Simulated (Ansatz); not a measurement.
Stepwise reaction of `N[Si](N)([SiH3])[SiH3]` with hydrogen fluoride, as a gas-phase model of exchange steps in deposition or etching. ΔE in kJ/mol.

Isolated molecules relaxed with PBE0-D4/def2-TZVP in Ansatz; ΔE leaves out vibrations. CCSD(T)/CBS adds triple-zeta CCSD(T) − MP2 to the extrapolated MP2 energy (def2 sets, frozen cores). This one scheme is used for every species. DFT in def2-TZVPP. B3LYP here is the variant with VWN-RPA as its local correlation; programs differ in this. One conformer a species, not always the lowest.

```
step                                                     reaction  PBE-D4  B3LYP-D4  ωB97M-V  CCSD(T)/CBS
   1  `N[Si](N)([SiH3])[SiH3]` + H–F → `N[Si](N)(F)[SiH3]` + SiH₄  -145.9    -170.5   -177.4       -167.1
```

Give the row of step 2, `N[Si](N)(F)[SiH3]` + H–F → `N[Si](N)(F)F` + SiH₄. (Estimate.)

Ansatz gave: 
```csv
step,reaction,PBE-D4,B3LYP-D4,ωB97M-V,CCSD(T)/CBS
2,`N[Si](N)(F)[SiH3]` + H–F → `N[Si](N)(F)F` + SiH₄,-149.3,-174.5,-181.8,-173.8
```

By hand: ΔE of the 2 steps together at CCSD(T)/CBS.

(-167.1) + (-173.8) = -340.9 kJ/mol, or -170.4 kJ/mol a step.

In ΔE each step is lower than the one before. All are downhill at CCSD(T)/CBS. PBE-D4 differs from CCSD(T)/CBS by 21.2 to 24.5 kJ/mol a step. Only this route is followed, and other bonds may react first. Isolated molecules leave out the surface, adducts and barriers. Largest T1 diagnostic: 0.013.
